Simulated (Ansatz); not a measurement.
Coupled-cluster run, GeH$_{6}$OSSi (`[OH][GeH2][SiH2]S`).

```yaml
crystal:
  periodic: [false, false, false]
  atoms:
    - {symbol: O, position_ang: [-1.382656, 0.482731, 1.062156]}
    - {symbol: Ge, position_ang: [-0.372108, 1.046956, -0.313678]}
    - {symbol: Si, position_ang: [0.884965, -0.929563, -0.743690]}
    - {symbol: S, position_ang: [1.247587, -1.795499, 1.174583]}
    - {symbol: H, position_ang: [-1.887490, 1.185210, 1.476773]}
    - {symbol: H, position_ang: [-1.300302, 1.514321, -1.456101]}
    - {symbol: H, position_ang: [0.480974, 2.245449, 0.154482]}
    - {symbol: H, position_ang: [0.133105, -1.832585, -1.655623]}
    - {symbol: H, position_ang: [2.199467, -0.628840, -1.365487]}
    - {symbol: H, position_ang: [0.079658, -1.339382, 1.669485]}
basis:
  gaussian: {orbitals: def2-TZVPP}
correlation: {method: ccsd_t}
```

```sh
$ ansatz run in.yaml --threads 4 --pin off --events-out ev --progress --plain --max-ram 10444MiB
```

The program prints (abridged):

```
Functional definition: HF
1461 factors; integrals over basis functions are off by at most 9.4e-4 eV
mean field evaluation 1: about -77284.7697 eV, gradient 3.8e1 eV
mean field evaluation 2: about -77285.0061 eV, gradient 3.8e1 eV
mean field evaluation 4: about -77288.3396 eV, gradient 3.7e0 eV
mean field evaluation 8: about -77288.4083 eV, gradient 2.9e-1 eV
mean field -77288.40880375 eV, -2840.2966355728 hartree, gradient 6.2e-6 eV, S^2 0.000000; 0 other end points of the search recorded, 0 dependent functions left out
20 core orbitals not correlated: weight in the atoms' cores, before any rotation towards them, 1.000 or more for the frozen orbitals, at most 0.000 for the correlated occupied ones
reference -77288.40880375 eV, -2840.2966355728 hartree; 18, 18 occupied and 209, 209 virtual orbitals, 1461 factors
second order -21.96331919 eV of doubles, -0.00000000 eV of singles
cycle   1  -22.41378262 eV  change   -4.5e-1 eV  update   1.1e-1
cycle   2  -23.07998964 eV  change   -6.7e-1 eV  update   3.3e-2
cycle   3  -23.19282520 eV  change   -1.1e-1 eV  update   1.6e-2
cycle   4  -23.17991985 eV  change    1.3e-2 eV  update   3.8e-3
cycle   5  -23.17874567 eV  change    1.2e-3 eV  update   1.7e-3
cycle   6  -23.17883014 eV  change   -8.4e-5 eV  update   4.6e-4
cycle   7  -23.17853810 eV  change    2.9e-4 eV  update   1.8e-4
cycle   8  -23.17854787 eV  change   -9.8e-6 eV  update   5.9e-5
cycle   9  -23.17857227 eV  change   -2.4e-5 eV  update   2.3e-5
perturbative correction -0.89743097 eV, -0.0329799800 hartree
Total energy: -77312.48480699 eV, -2841.1814123726 hartree
```

Run time 120 s (4 threads of an AMD EPYC 7R43 on a shared host); peak host memory 4.8 GiB.

Correlation energy per correlated electron: -0.669 eV. T1 diagnostic: 0.0120.
